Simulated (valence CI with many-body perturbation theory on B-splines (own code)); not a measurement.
**Forbidden lines of Gd XLIII**

Calculated by relativistic CI+MBPT: four valence electrons over a frozen Dirac-Fock core [Ar], radial functions for each j: 9 s, 9 p, 10 d, 8 f, 5 g, 3 h, 1 i, with the one-electron correlation potential Σ1, the two-electron term Σ2, the three-electron term Σ3, Breit, model QED; selected CI, second order for the rest (own B-spline code, finite nucleus).

No measured spectrum was set against this ion. As an estimate, large intervals hold to a few tenths of a per cent, small ones and those within an open d or f shell to about a per cent. Only levels of the ground parity were solved; by the run's estimate the other parity begins above the list, which can be wrong where configurations are misplaced.

Lines 51 to 100 of 120 in falling wavelength, among levels below 1513200 cm⁻¹, chosen from the decays that carry over 1 % of a level's rate. Wavelengths and rates use the calculated energies. Weak lines are less certain than strong ones. Lines between different terms over intervals too small for the method are left out, as are lines whose strength nearly cancels. The highest levels of a list are the least certain. Branching is blank where the lifetime is uncertain.

Levels are named by their leading jj configuration (3d3/2^4 stands for four electrons in 3d with j = 3/2), which in mixed levels can hold well under half, so a name can repeat and another be missing. Letters in brackets count levels of one name in rising energy.

```
λ vac (nm)                      Upper                      Lower  Type   A (s⁻¹)  Branch %
     34.07  (3d3/2^2 3d5/2^2) J=0 [a]        (3d3/2^3 3d5/2) J=1    M1  1.03e+06     100.0
     33.98  (3d3/2^2 3d5/2^2) J=4 [b]        (3d3/2^3 3d5/2) J=3    M1  6.84e+04          
     33.94    (3d3/2 3d5/2^3) J=3 [c]  (3d3/2^2 3d5/2^2) J=4 [c]    M1  2.12e+05      42.3
     33.92    (3d3/2 3d5/2^3) J=3 [a]  (3d3/2^2 3d5/2^2) J=3 [a]    M1  3.70e+05      37.4
     33.79        (3d3/2 3d5/2^3) J=0      (3d3/2^2 3d5/2^2) J=1    M1  3.14e+05      71.0
     33.76    (3d3/2 3d5/2^3) J=2 [a]  (3d3/2^2 3d5/2^2) J=2 [b]    M1  1.83e+05      21.3
     33.68  (3d3/2^2 3d5/2^2) J=3 [b]        (3d3/2^3 3d5/2) J=3    M1  4.05e+04      14.5
     33.27  (3d3/2^2 3d5/2^2) J=2 [d]  (3d3/2^2 3d5/2^2) J=2 [a]    M1  1.80e+03       2.8
     33.05        (3d3/2 3d5/2^3) J=5      (3d3/2^2 3d5/2^2) J=5    M1  1.35e+05      28.4
     32.95    (3d3/2 3d5/2^3) J=4 [b]  (3d3/2^2 3d5/2^2) J=4 [c]    M1  1.87e+05      27.0
     32.84    (3d3/2 3d5/2^3) J=2 [a]  (3d3/2^2 3d5/2^2) J=3 [b]    M1  2.41e+05      28.0
     32.76  (3d3/2^2 3d5/2^2) J=2 [b]        (3d3/2^3 3d5/2) J=3    M1  1.59e+03       1.4
     32.56    (3d3/2 3d5/2^3) J=4 [a]  (3d3/2^2 3d5/2^2) J=4 [a]    M1  5.68e+05      69.4
     32.42              (3d5/2^4) J=4        (3d3/2 3d5/2^3) J=5    M1  1.76e+05      13.0
     32.34    (3d3/2 3d5/2^3) J=3 [b]  (3d3/2^2 3d5/2^2) J=2 [b]    M1  1.07e+05      17.6
     32.32  (3d3/2^2 3d5/2^2) J=2 [a]        (3d3/2^3 3d5/2) J=1    M1  5.28e+05      80.6
     32.31        (3d3/2 3d5/2^3) J=6      (3d3/2^2 3d5/2^2) J=5    M1  2.21e+05      53.8
     32.03    (3d3/2 3d5/2^3) J=3 [a]  (3d3/2^2 3d5/2^2) J=2 [a]    M1  5.36e+05      54.2
     31.49    (3d3/2 3d5/2^3) J=3 [b]  (3d3/2^2 3d5/2^2) J=3 [b]    M1  2.28e+05      37.5
     31.38              (3d5/2^4) J=2    (3d3/2 3d5/2^3) J=3 [b]    M1  1.27e+05       9.1
     31.23    (3d3/2 3d5/2^3) J=3 [b]  (3d3/2^2 3d5/2^2) J=4 [b]    M1  8.02e+04      13.2
     30.90  (3d3/2^2 3d5/2^2) J=3 [b]        (3d3/2^3 3d5/2) J=2    M1  1.13e+04       4.1
     30.86    (3d3/2 3d5/2^3) J=3 [c]  (3d3/2^2 3d5/2^2) J=2 [c]    M1  1.52e+05      30.3
     30.65  (3d3/2^2 3d5/2^2) J=4 [b]        (3d3/2^3 3d5/2) J=4    M1  2.21e+03          
     30.47    (3d3/2 3d5/2^3) J=1 [b]  (3d3/2^2 3d5/2^2) J=2 [c]    M1  2.18e+05      28.0
     30.40  (3d3/2^2 3d5/2^2) J=3 [b]        (3d3/2^3 3d5/2) J=4    M1  2.24e+05      80.3
     30.14              (3d5/2^4) J=2    (3d3/2 3d5/2^3) J=2 [a]    M1  3.53e+05      25.2
     30.12  (3d3/2^2 3d5/2^2) J=2 [b]        (3d3/2^3 3d5/2) J=2    M1  7.16e+04      63.4
     29.73    (3d3/2 3d5/2^3) J=2 [a]      (3d3/2^2 3d5/2^2) J=1    M1  1.28e+05      14.9
     29.01              (3d5/2^4) J=4    (3d3/2 3d5/2^3) J=3 [a]    M1  4.34e+05      32.0
     28.96        (3d3/2 3d5/2^3) J=5  (3d3/2^2 3d5/2^2) J=4 [a]    M1  7.66e+04      16.2
     28.90    (3d3/2 3d5/2^3) J=1 [a]  (3d3/2^2 3d5/2^2) J=2 [a]    M1  4.87e+05      37.8
     28.84              (3d5/2^4) J=4    (3d3/2 3d5/2^3) J=4 [a]    M1  6.05e+05      44.6
     27.76    (3d3/2 3d5/2^3) J=2 [b]  (3d3/2^2 3d5/2^2) J=2 [c]    M1  2.13e+05      36.5
     27.63    (3d3/2 3d5/2^3) J=1 [a]  (3d3/2^2 3d5/2^2) J=0 [a]    M1  4.78e+05      37.1
     25.87  (3d3/2^2 3d5/2^2) J=2 [c]        (3d3/2^3 3d5/2) J=3    M1  4.78e+05      76.8
     25.70    (3d3/2 3d5/2^3) J=2 [a]  (3d3/2^2 3d5/2^2) J=3 [a]    M1  2.44e+05      28.3
     25.49              (3d5/2^4) J=2    (3d3/2 3d5/2^3) J=1 [a]    M1  5.01e+05      35.8
     24.86    (3d3/2 3d5/2^3) J=3 [b]  (3d3/2^2 3d5/2^2) J=3 [a]    M1  6.36e+04      10.4
     24.42    (3d3/2 3d5/2^3) J=1 [b]  (3d3/2^2 3d5/2^2) J=2 [b]    M1  1.62e+04       2.1
     24.20  (3d3/2^2 3d5/2^2) J=2 [c]        (3d3/2^3 3d5/2) J=2    M1  1.26e+05      20.3
     24.04  (3d3/2^2 3d5/2^2) J=4 [c]        (3d3/2^3 3d5/2) J=3    M1  1.46e+05      61.1
     24.02    (3d3/2 3d5/2^3) J=3 [c]  (3d3/2^2 3d5/2^2) J=4 [b]    M1  2.45e+04       4.9
     24.01    (3d3/2 3d5/2^3) J=3 [b]  (3d3/2^2 3d5/2^2) J=4 [a]    M1  8.49e+04      14.0
     23.83    (3d3/2 3d5/2^3) J=3 [b]  (3d3/2^2 3d5/2^2) J=2 [a]    M1  1.78e+04       2.9
     23.83  (3d3/2^2 3d5/2^2) J=2 [b]        (3d3/2^3 3d5/2) J=1    M1  3.10e+04      27.5
     23.66    (3d3/2 3d5/2^3) J=4 [b]  (3d3/2^2 3d5/2^2) J=3 [b]    M1  1.72e+05      24.9
     23.47              (3d5/2^4) J=2    (3d3/2 3d5/2^3) J=3 [a]    M1  3.33e+05      23.8
     23.41  (3d3/2^2 3d5/2^2) J=0 [b]      (3d3/2^2 3d5/2^2) J=1    M1  2.65e+05      74.0
     22.95              (3d5/2^4) J=4  (3d3/2^2 3d5/2^2) J=4 [c]    M1  7.72e+04       5.7
```
